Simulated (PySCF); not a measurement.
Method: B3LYP-D3(BJ)/def2-TZVP (PySCF). Gas-phase values, no solvent. One relaxed conformer stands for a flexible species; it need not be the lowest. B3LYP has the VWN-RPA correlation part, as in Gaussian. Excitations are Tamm–Dancoff values on a coarser integration grid. The basis has no diffuse functions, so Rydberg states are missing or too high.

Reference species (SMILES): `C1O[SiH2]1` (neutral, multiplicity 1).

| Item | Value |
|---|---|
| S1 excitation (TDA) | 5.93 eV |
| HOMO–LUMO gap | 6.73 eV |
| T1 excitation (TDA) | 4.88 eV |

Changed species: `OC=[SiH2]` (H–O–C–Si torsion 164°).

Q: Predict the effect on the S1 excitation (TDA), HOMO–LUMO gap and T1 excitation (TDA).

A: the S1 excitation (TDA) falls by 1.41 eV, to 4.52 eV; the HOMO–LUMO gap drops by 2.38 eV, to 4.35 eV; the T1 excitation (TDA) drops by 2.75 eV, to 2.13 eV.
